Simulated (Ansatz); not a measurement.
`[CH3][Al]([NH2])[Cl]` and `[CH3][Al]([Cl])[Cl]` differ in one atom or group.

Ansatz, PBE0-D4/def2-TZVP geometries, multiplicity 1. Each molecule was computed in one conformer, which needn't be the lowest.

| property | `[CH3][Al]([NH2])[Cl]` |
| --- | --- |
| LUMO energy (PBE/def2-TZVPP) / eV | -0.80 |
| HOMO energy (PBE/def2-TZVPP) / eV | -6.20 |
| HOMO–LUMO gap (B3LYP/def2-TZVPP) / eV | 7.04 |
| HOMO energy (B3LYP/def2-TZVPP) / eV | -7.36 |
| HOMO–LUMO gap (PBE0/def2-TZVPP) / eV | 7.59 |
| HOMO–LUMO gap (PBE/def2-TZVPP) / eV | 5.40 |

Question: What does the change do to each property? (Best estimate.)

Answer: Computed: 
```
                             property  `[CH3][Al]([Cl])[Cl]`  shift
    LUMO energy (PBE/def2-TZVPP) / eV                  -1.65  -0.85
    HOMO energy (PBE/def2-TZVPP) / eV                  -7.55  -1.35
HOMO–LUMO gap (B3LYP/def2-TZVPP) / eV                   7.54   0.50
  HOMO energy (B3LYP/def2-TZVPP) / eV                  -8.62  -1.26
 HOMO–LUMO gap (PBE0/def2-TZVPP) / eV                   8.00   0.41
  HOMO–LUMO gap (PBE/def2-TZVPP) / eV                   5.89   0.49
```

With PBE0 the HOMO falls by 1.26 eV and the LUMO falls by 0.87 eV, so the gap widens by about 0.39 eV. PBE moves the HOMO by -1.35 eV and ωB97M-V by -1.07 eV.

B3LYP here is the variant with VWN-RPA as its local correlation; programs differ in this.
